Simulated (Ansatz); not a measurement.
Molecular dynamics of Cl₃H₂NSi

The input (input.yaml):

```yaml
crystal:
  periodic: [false, false, false]
  atoms:
    - { symbol: Si, position_ang: [0.012078, -0.022939, 0.067051] }
    - { symbol: "N", position_ang: [0.077115, -0.143523, 1.760572] }
    - { symbol: H, position_ang: [-0.766289, -0.326415, 2.272467] }
    - { symbol: H, position_ang: [0.695027, 0.460547, 2.270615] }
    - { symbol: Cl, position_ang: [1.934474, -0.015442, -0.660488] }
    - { symbol: Cl, position_ang: [-0.915105, 1.680597, -0.652648] }
    - { symbol: Cl, position_ang: [-1.035101, -1.632824, -0.665469] }
basis:
  gaussian: { orbitals: cc-pVDZ }
hamiltonian:
  xc: hf
md:
  timestep: 0.5
  n_steps: 300
  ensemble: nvt_nose_hoover
  temperature: 3000.0
  initial_velocities: maxwell_boltzmann
  seed: 957537
  masses: [{ species: H, mass: 3.016 }]
```

Command:

```bash
$ ansatz run input.yaml --threads 1 --pin off --max-ram 2048MiB --backend cpu --events-out ev --progress --plain --runs-dir out
```

It starts from a relaxed structure.

Output, in part (step lines, the closing report, with atoms numbered from 0):

```
md step     0: t =     0.00 fs  T =  3000.0 K  F+E_penalty+E_count = -46892.04479370 eV  E_kin = 1.938900 eV  conserved = -46890.10589371 eV  (35 SCF iters)
md step     1: t =     0.50 fs  T =  2981.0 K  F+E_penalty+E_count = -46892.03241177 eV  E_kin = 1.926597 eV  conserved = -46890.10581510 eV  (32 SCF iters)
md step     2: t =     1.00 fs  T =  2926.5 K  F+E_penalty+E_count = -46891.99694603 eV  E_kin = 1.891410 eV  conserved = -46890.10553698 eV  (32 SCF iters)
md step     3: t =     1.50 fs  T =  2843.3 K  F+E_penalty+E_count = -46891.94277250 eV  E_kin = 1.837620 eV  conserved = -46890.10515667 eV  (32 SCF iters)
md step     4: t =     2.00 fs  T =  2740.4 K  F+E_penalty+E_count = -46891.87589443 eV  E_kin = 1.771151 eV  conserved = -46890.10475582 eV  (34 SCF iters)
md step     5: t =     2.50 fs  T =  2627.8 K  F+E_penalty+E_count = -46891.80268627 eV  E_kin = 1.698323 eV  conserved = -46890.10439077 eV  (34 SCF iters)
md step     6: t =     3.00 fs  T =  2514.3 K  F+E_penalty+E_count = -46891.72900213 eV  E_kin = 1.624960 eV  conserved = -46890.10409348 eV  (33 SCF iters)
md step     7: t =     3.50 fs  T =  2407.3 K  F+E_penalty+E_count = -46891.65964966 eV  E_kin = 1.555860 eV  conserved = -46890.10387773 eV  (33 SCF iters)
[... lines left out ...]
md step   297: t =   148.50 fs  T =  2789.7 K  F+E_penalty+E_count = -46890.58843779 eV  E_kin = 1.802986 eV  conserved = -46890.10338612 eV  (32 SCF iters)
md step   298: t =   149.00 fs  T =  2701.9 K  F+E_penalty+E_count = -46890.52454452 eV  E_kin = 1.746220 eV  conserved = -46890.10291907 eV  (32 SCF iters)
md step   299: t =   149.50 fs  T =  2620.2 K  F+E_penalty+E_count = -46890.46493679 eV  E_kin = 1.693446 eV  conserved = -46890.10250263 eV  (32 SCF iters)
md step   300: t =   150.00 fs  T =  2553.9 K  F+E_penalty+E_count = -46890.41565993 eV  E_kin = 1.650595 eV  conserved = -46890.10228009 eV  (37 SCF iters)
Total energy: -46890.41565993 eV, -1723.1909920371 hartree
Atom 0 at     0.031231     0.038114     0.053127 Å, force     0.865336    -1.663636    -0.009908 eV/Å
Atom 1 at     0.260863    -0.351338     1.707570 Å, force     0.474558    -1.016300     1.124121 eV/Å
Atom 2 at    -0.040552    -1.286634     2.060442 Å, force     1.669033     0.391140    -1.494003 eV/Å
Atom 3 at    -0.589249    -0.025544     1.990894 Å, force    -3.033069     2.728939     2.178713 eV/Å
Atom 4 at     1.914385     0.232718    -0.593213 Å, force     1.325964    -0.100811    -0.915840 eV/Å
Atom 5 at    -0.925548     1.564680    -0.865474 Å, force    -0.593507     0.794742     0.508892 eV/Å
Atom 6 at    -1.044826    -1.608276    -0.446108 Å, force    -0.708315    -1.134073    -1.391975 eV/Å
Dipole moment:    -0.309772    -0.018436     0.321898 e Å
```

The steps, from the saved trajectory:

```
time (fs)  T (K)  potential energy less start (eV)  conserved less start (meV/atom)
        0   3000                             0.000                             0.00
        5   2170                             0.539                             0.31
       10   1773                             0.796                             0.12
       15   1268                             1.125                             0.13
       20   1004                             1.302                             0.32
       25   1625                             0.907                             0.11
       30   2060                             0.641                             0.09
       35   1853                             0.794                             0.27
       40   1645                             0.946                             0.17
       45   1501                             1.058                             0.15
       50   1240                             1.246                             0.26
       55   1334                             1.207                             0.33
       60   2126                             0.727                             0.18
       65   2398                             0.596                             0.18
       70   2245                             0.744                             0.27
       75   1469                             1.290                             0.41
       80   1279                             1.444                             0.26
       85   1802                             1.144                             0.29
       90   2063                             1.036                             0.49
       95   2692                             0.699                             0.24
      100   2799                             0.711                             0.25
      105   1814                             1.423                             0.59
      110   2010                             1.355                             0.36
      115   2568                             1.062                             0.20
      120   2357                             1.279                             0.57
      125   2898                             1.015                             0.33
      130   2900                             1.098                             0.34
      135   2557                             1.404                             0.60
      140   2874                             1.273                             0.38
      145   3025                             1.252                             0.34
      150   2554                             1.629                             0.52
```

All steps were run. The conserved energy stayed within 0.65 meV per atom of its start (net change 0.52 meV per atom), so the integration is sound. The mean temperature of the second half is 20 % below the set value. A run of 0.15 ps of so small a system gives no equilibrium averages.

The same pairs are bonded in the first frame and the last. Pairs count as bonded within 1.25 times the sum of covalent radii (0.12 Å more for H–H).

Last frame:

```xyz
7
Properties=species:S:1:pos:R:3
Si 0.031 0.038 0.053
N 0.261 -0.351 1.708
H -0.041 -1.287 2.060
H -0.589 -0.025 1.991
Cl 1.914 0.233 -0.593
Cl -0.925 1.565 -0.866
Cl -1.045 -1.608 -0.446
```

The run took 8.8 min on 1 thread of Intel(R) Xeon(R) 6975P-C (Granite Rapids), with other jobs on the host, peak memory 0.24 GiB.
